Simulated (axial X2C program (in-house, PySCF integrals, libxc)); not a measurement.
## WBr: from Re and ωe to a spectrum

A bond curve at the PBE0 level, with spin–orbit coupling, was computed with an axial X2C code built on PySCF integrals (basis W dyall-cv3z [13s14p9d7f4g], Br dyall-cv3z [8s9p6d4f1g] (cores contracted in-house)) for the state Ω = 5/2 (⟨Sz⟩ = 2.47, ⟨Lz⟩ = 0.03 at PBE0). Its fit gives Re = 2.4096 Å, ωe = 258.8 cm⁻¹, ωexe = 0.554 cm⁻¹ and αe = 1.519e-04 cm⁻¹; the masses are 183.9509 and 78.9183 u. Two-component means X2C with spin–orbit coupling and atomic mean-field Coulomb and Gaunt terms.

Problem. Find the reduced mass, Be and the force constant.

Solution. From the PBE0 values: μ = 55.2255 u. Be = 16.8576/(μ Re²) = 0.05257 cm⁻¹. k = 5.8918×10⁻⁷ μ ωe² = 2.18 mdyn/Å.

Problem. Where do the fundamental and the first overtone lie?

Solution. ν(1←0) = ωe − 2ωexe = 257.7 cm⁻¹; ν(2←0) = 2ωe − 6ωexe = 514.3 cm⁻¹.

Problem. The dipole moment p changes by 4.44 D/Å at Re. What harmonic infrared intensity follows?

Solution. I = 42.256 × (dp/dR)²/μ = 15 km/mol.

Problem. Estimate the centrifugal constant by the Kratzer relation.

Solution. D = 4Be³/ωe² = 8.68e-09 cm⁻¹.

Problem. A Morse curve ties αe to the other constants (Pekeris). How well does that hold?

Solution. αe(Morse) = 6Be²/ωe × (√(ωexe/Be) − 1) = 1.439e-04 cm⁻¹; the PBE0 curve gives 1.519e-04 cm⁻¹, a ratio of 0.95.

The state is one determinant whose occupation by symmetry is held fixed; it was picked as the lowest of a PBE0 search that is not exhaustive. Density functionals use the spin component along the axis (collinear). With several unpaired electrons one determinant need not be a pure state. This is the top spin component of a Σ state; components of lower Ω are not single determinants and can lie lower.
